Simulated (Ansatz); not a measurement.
Total energies of CH$_{8}$O$_{4}$Si$_{2}$, SMILES `C[SiH](O)O[SiH](O)O`.

Z-matrix (Å, degrees):
```
C
Si 1 1.855
H 1 1.093 2 110.4
H 1 1.094 2 111.1 3 -119.2
H 1 1.093 2 111.1 3 120.3
O 2 1.640 1 112.4 3 178.9
O 2 1.639 1 108.8 3 57.7
H 2 1.480 1 112.4 3 -63.5
H 6 0.958 2 118.2 1 -51.8
Si 7 1.624 2 147.7 1 -56.5
O 10 1.631 7 113.0 2 48.1
O 10 1.636 7 108.2 2 166.9
H 10 1.474 7 108.9 2 -69.8
H 11 0.959 10 117.3 7 87.4
H 12 0.958 10 117.2 7 34.2
```

The species carries charge 0 and has multiplicity 1. All single points use the PBE0-D4/def2-TZVP geometry. It is one conformer, not always the lowest. Basis def2-TZVPP, Ansatz.

RPA on PBE orbitals: Hartree–Fock energy of these orbitals -920.23420 Eh, correlation -2.16287 Eh (frozen core).

```
             functional  energy without D4 (Eh)  D4 term (kJ/mol)
            LDA (SPW92)              -918.39374                 –
                    PBE              -922.56822             -34.7
                 revPBE              -923.00007            -100.4
                   BLYP              -923.17033             -74.8
                 r2SCAN              -923.03828              -9.2
                 B97M-V              -923.02062                 –
                   PBE0              -922.63860             -29.8
                  B3LYP              -923.30383             -55.5
                r2SCANh              -923.01632              -9.8
                r2SCAN0              -922.98499             -10.7
HSE06 (plane-wave form)              -922.60959             -27.9
                  BHLYP              -923.09601             -43.0
              CAM-B3LYP              -923.16298             -30.4
                LC-ωPBE              -922.87992                 –
                ωB97X-V              -923.05370                 –
                ωB97M-V              -923.11072                 –
                 B2PLYP              -922.79464                 –
               PBE-QIDH              -922.43768                 –
```

B3LYP takes the VWN-RPA correlation (the form of Gaussian; ORCA's B3LYP/G). HSE06 is the plane-wave form, built on full-range PBE exchange. The double hybrids freeze the cores in their second-order part.

LC-ωPBE has ω = 0.4 bohr⁻¹.
